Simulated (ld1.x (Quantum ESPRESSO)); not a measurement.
Before and after: PAW potential for indium

ld1.x (Quantum ESPRESSO) 7.5 input, shortened:

```
&input
   title='In', zed=49., rel=1, dft='PBE', iswitch=3,
   config='[Kr] 4d10 5s1 5p2'
 /
 &inputp
   pseudotype=3, lpaw=.true., tm=.true., lloc=-1, rcloc=2.00,
   nlcc=.true., new_core_ps=.true.,
   which_augfun='BESSEL', rmatch_augfun=1.40
 /
6
5S  1  0   1.00   0.00  1.60  2.00  0.0
5S  1  0   0.00   3.80  1.60  2.00  0.0
5P  2  1   2.00   0.00  2.40  3.05  0.0
5P  2  1   0.00   0.55  2.40  3.05  0.0
4D  3  2  10.00   0.00  1.75  1.90  0.0
4D  3  2   0.00  -0.65  1.75  1.90  0.0
 &test
   configts(1)='4d10 5s1 5p2'
 /
```

All-electron outer shells of the reference configuration (PBE, scalar-relativistic, ld1.x):

| shell | level (eV) | outermost node (bohr) | outermost maximum (bohr) |
| --- | --- | --- | --- |
| 4s | -121.34 | 0.41 | 0.77 |
| 4p | -79.81 | 0.42 | 0.82 |
| 4d | -20.24 | 0.40 | 0.94 |
| 5s | -9.20 | 1.02 | 2.13 |
| 5p | -3.22 | 1.14 | 2.78 |

Change: waves 5s (bound): rcut 1.60, rcutus 2.02 bohr; 5s channel at 3.8 Ry: rcut 1.60, rcutus 2.02 bohr.

Cutoffs: the cutoffs (Ry, on a coarse ladder) from which the occupation-weighted sum of valence levels, in a spherical-Bessel basis at the reference potential, stays within 10 and 1 mRy of its value at 400 Ry; they do not see the model core or the augmentation charge, which bear on the density cutoff. Errors are all-electron minus pseudo energies relative to the spin-unpolarised reference configuration.

Problem. Predict the effect on cutoff, ghosts and configuration errors.

Solution. The potential gets neither clearly harder nor softer (35 Ry and 55 Ry → 35 Ry and 55 Ry); of the 7 tests that both files solve, the error grows in 0 and shrinks in 3 by more than 15 % and 0.3 meV (median size 1.6 → 1.1 meV); neither file shows a bound ghost. That the errors move this way runs against the usual rule that smaller radii transfer better.

| quantity | base | changed |
| --- | --- | --- |
| cutoff, loose | 35 Ry | 35 Ry |
| cutoff, tight | 55 Ry | 55 Ry |
| bound ghosts | none | none |
| error for 4d10 5s2 5p1, meV [ΔE -5.84 eV] | +1.0 | +0.9 |
| error for 4d10 5s2 5p0, meV [ΔE -0.48 eV] | +3.0 | +2.3 |
| error for 4d10 5s1 5p0, meV [ΔE 18.76 eV] | +1.6 | +1.0 |
| error for 4d9 5s2 5p1, meV [ΔE 19.27 eV] | -83 | -79 |
| error for 4d10 5s1 5p1, meV [ΔE 6.12 eV] | -0.6 | -0.7 |
| error for 4d10 5s2 5p0.5, meV [ΔE -3.90 eV] | +1.5 | +1.1 |
| error for 4d9 5s2 5p2, meV [ΔE 12.47 eV] | -59 | -54 |
| s: phases at 3.29 bohr within 0.05 rad from the reference energy up to (Ry; the scan ends near 5) | to the end of the scan | 4.4 |
| p: phases at 3.29 bohr within 0.05 rad from the reference energy up to (Ry; the scan ends near 5) | 2.3 | 2.3 |
| d: phases at 3.29 bohr within 0.05 rad from the reference energy up to (Ry; the scan ends near 5) | to the end of the scan | to the end of the scan |
| lowest overlap eigenvalue by channel | s 0.64, p 0.51, d 0.59 | s 0.64, p 0.51, d 0.59 |
